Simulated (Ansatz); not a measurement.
Geometry optimisation, Ansatz 0.2.0, RKS B3LYP/def2-SVP.

input.yaml

```yaml
crystal:
  periodic: [false, false, false]
  atoms:
    - { symbol: Hf, position_ang: [0.0, 0.0, 0.0] }
    - { symbol: F, position_ang: [0.0, 0.0, 2.33] }
    - { symbol: O, position_ang: [1.952, 0.0, -0.6893] }
    - { symbol: H, position_ang: [2.2684, -0.9521, -0.806] }
    - { symbol: O, position_ang: [-0.975, 1.6891, -0.6893] }
    - { symbol: H, position_ang: [-1.9328, 1.4584, -0.9117] }
    - { symbol: O, position_ang: [-0.975, -1.6891, -0.6893] }
    - { symbol: H, position_ang: [-1.4296, -2.1548, 0.0831] }
    - { symbol: O, position_ang: [1.2429, 1.8744, 0.7473] }
    - { symbol: H, position_ang: [2.0199, 1.5607, 1.3113] }
    - { symbol: H, position_ang: [0.7324, 1.1045, 1.9476] }
basis:
  gaussian: { orbitals: def2-SVP }
hamiltonian:
  xc: b3lyp
relax:
  f_tol: 0.15
  max_steps: 25
  restrain:
    - { distance: [0, 8], at: 2.07, k: 30.0 }
    - { distance: [10, 1], at: 0.92, k: 30.0 }
    - { distance: [0, 1], at: 3.18, k: 30.0 }
    - { distance: [10, 8], at: 2.21, k: 30.0 }
```

Run as:

```bash
$ ansatz run input.yaml --threads 4 --pin off --max-ram 5120MiB --backend cpu --events-out ev --progress --plain --runs-dir out
```

Where does it end, and by what steps?

It converged. The restraints hold the end off the free minimum; the threshold counts their pulls, which the force column leaves out. Restrained pairs: Hf1–O9 (2.37 → 2.04 Å), F2–H11 (1.38 → 0.93 Å), Hf1–F2 (2.33 → 3.18 Å), O9–H11 (1.51 → 2.20 Å). After 16 steps the energy has fallen by 3.207 eV (the restraints' own energy left out); H4 moved furthest, 1.65 Å.

| step | energy less start (eV) | largest force component (eV/Å) | accepted |
| --- | --- | --- | --- |
| 0 | 0.0000 | 5.139 | yes |
| 1 | -0.0021 | 3.970 | yes |
| 2 | -0.2455 | 3.330 | yes |
| 3 | -0.8723 | 2.232 | yes |
| 4 | -1.7871 | 1.685 | yes |
| 5 | -2.2139 | 2.148 | yes |
| 6 | -2.5647 | 1.456 | yes |
| 7 | -2.7688 | 0.759 | yes |
| 8 | -2.9140 | 0.578 | yes |
| 9 | -2.9809 | 0.550 | yes |
| 10 | -3.0326 | 0.600 | yes |
| 11 | -3.0615 | 0.670 | yes |
| 12 | -3.1194 | 0.678 | yes |
| 13 | -3.1623 | 0.673 | yes |
| 14 | -3.1776 | 0.940 | yes |
| 15 | -3.2006 | 0.775 | yes |
| 16 | -3.2066 | 0.781 | yes |

```xyz
11
Properties=species:S:1:pos:R:3
Hf 0.415 0.122 -0.213
F -1.136 0.799 2.474
O 1.722 -0.143 -1.620
H 2.110 -0.546 -2.398
O -1.002 1.247 -0.905
H -1.781 1.778 -1.073
O -0.201 -1.637 0.318
H -0.717 -2.309 0.765
O 1.439 1.062 1.281
H 2.339 1.390 1.364
H -0.285 1.130 2.641
```

Run time: 36 s on 4 threads of Arm Neoverse V2, on a shared host, peak memory 0.32 GiB.
